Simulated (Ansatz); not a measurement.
Worked example: GeH3F + SiH2(SiH3)F → SiH3(GeH3) + SiH2F2

Species: GeH3F (fluorogermane) `[F][GeH3]`, singlet; SiH2(SiH3)F, singlet; SiH3(GeH3), singlet; SiH2F2 `F[SiH2]F`, singlet. The partners trade F for SiH3: Ge–F and Si–SiH3 bonds give way to Ge–SiH3 and Si–F.

Shapes, held fixed at every level: PBE0-D4/def2-TZVP. Programs: Ansatz 0.2.0. The zero-point and thermal change to 298 K, harmonic and unscaled (PBE0-D4/def2-TZVP), is +1.6 kJ/mol.

At CCSD(T)/def2-TZVPP; 1 Eh = 2625.50 kJ/mol:

```
    species   energy (Eh)
      GeH3F  -2177.169981
SiH2(SiH3)F   -680.898264
 SiH3(GeH3)  -2368.247189
     SiH2F2   -489.868926
```

Problem. Work out ΔH(298 K) of the reaction at this level.

Solution. 
1. Products less reactants: (-2368.247189) + (-489.868926) − [(-2177.169981) + (-680.898264)] = -0.047870 Eh = -125.7 kJ/mol.
2. With the thermal change: -125.7 + (+1.6) = -124.1 kJ/mol.

Other levels give -124.7 (CCSD/def2-TZVPP) to -113.9 kJ/mol (wB97X-V/def2-TZVPP). No measured value is set beside it here. Relativity is left out for Ge unless named. Correlated rows may include outer-core shells of Ge, which these sets cover unevenly.
